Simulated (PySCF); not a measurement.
**Static response to an electric field**

Compound: C3H12N2Si2.
Structure used (GFN2-xTB), in Å, numbered top down from 1:
```
atom  x, y, z in Å
C1     3.0649    0.6146   -0.2139
N2     2.0270   -0.3518    0.0449
Si3    0.5301    0.1052    0.7631
C4    -0.6282    0.9857   -0.4762
Si5   -1.8860   -0.4439   -0.3239
N6    -3.2085    0.0819    0.6539
C7    -0.6516   -1.3915    0.7760
H8     3.7520    0.2377   -0.9741
H9     3.6434    0.8635    0.6836
H10    2.6031    1.5278   -0.5818
H11    2.4125   -1.2436    0.3174
H12    0.6328    0.8038    2.0568
H13   -0.2136    1.0972   -1.4738
H14   -0.9939    1.9605   -0.1689
H15   -2.2439   -1.1045   -1.5907
H16   -3.8079   -0.6233    1.0509
H17   -3.7704    0.8471    0.3177
H18   -0.2484   -2.2883    0.3165
H19   -1.0233   -1.6688    1.7565
```

Level: CAM-B3LYP/def2-SVPD (PySCF), static field, nuclei fixed, core orbitals frozen in the response. The polarisability tensor in these axes (au):

```
x   120.05   5.36   2.62
y     5.36  91.60  -0.03
z     2.62  -0.03  91.25
```

Problem. Give the principal values, the mean and the anisotropy Δα = √{½[(α1 − α2)² + (α2 − α3)² + (α1 − α3)²]}.

Solution. Principal values 90.29, 91.37 and 121.24 au; mean 100.97 au = 14.96 Å³ = 16.65 × 10⁻⁴⁰ C²·m²/J; Δα = 30.43 au (30 % of the mean).

Problem. What is the dipole moment, and where does it point?

Solution. (-0.09, -0.28, -0.02) D, 0.30 D in size, pointing from the negative to the positive side. Measured along this direction, the outermost atoms are H10 at the negative end and H18 at the positive end.

Problem. Along which axes do the principal values lie, and how far do the nuclei extend along each?

Solution. Largest value along (0.98, 0.18, 0.09), where the nuclei span 7.54 Å; middle along (0.03, -0.56, 0.83), 4.20 Å; least along (-0.19, 0.81, 0.55), 3.32 Å. The response follows the extents in order.

Problem. In a dilute gas of rigid molecules at 273 K, how does the orientational term μ²/3kT compare with the electronic polarisability?

Solution. In Gaussian units μ²/3kT = 0.79 Å³ against 14.96 Å³, a ratio of 0.05; the Debye molar polarisation (4π/3)N_A(α + μ²/3kT) is 39.7 cm³/mol, leaving out the vibrational part.

Problem. What molar refraction does this α imply?

Solution. Lorentz–Lorenz: R = (4π/3)N_A α = 2.5225 cm³/(mol·Å³) × 14.96 Å³ = 37.7 cm³/mol, in the limit of long wavelengths.

Problem. What would n − 1 = 2πNα be for an ideal gas of these molecules at 500 K and 1 atm, electronic part alone?

Solution. N = p/kT = 1.4678 × 10¹⁹ cm⁻³, so n − 1 = 2π × N × 14.96 × 10⁻²⁴ cm³ = 1380 × 10⁻⁶ at long wavelengths.

Problem. Form Σ f/ω² (atomic units) for the 8 lowest TDDFT singlets, given as eV and f, and set it beside the mean polarisability, which is this sum over all singlets: 6.01, 0.0017; 6.28, 0.0058; 6.41, 0.0179; 6.80, 0.0046; 6.96, 0.0041; 7.25, 0.0451; 7.36, 0.0817; 7.47, 0.0260.

Solution. They add up to 2.70 au, 2.7 % of the 100.97 au; the largest single term is 1.12 au, from the state at 7.36 eV. Terms in order: 0.03, 0.11, 0.32, 0.07, 0.06, 0.64, 1.12, 0.35 au. Higher excitations give the rest. The strengths listed sum to 0.187.

The structure is a single GFN2-xTB conformer in the gas phase; no vibrational or solvent corrections.
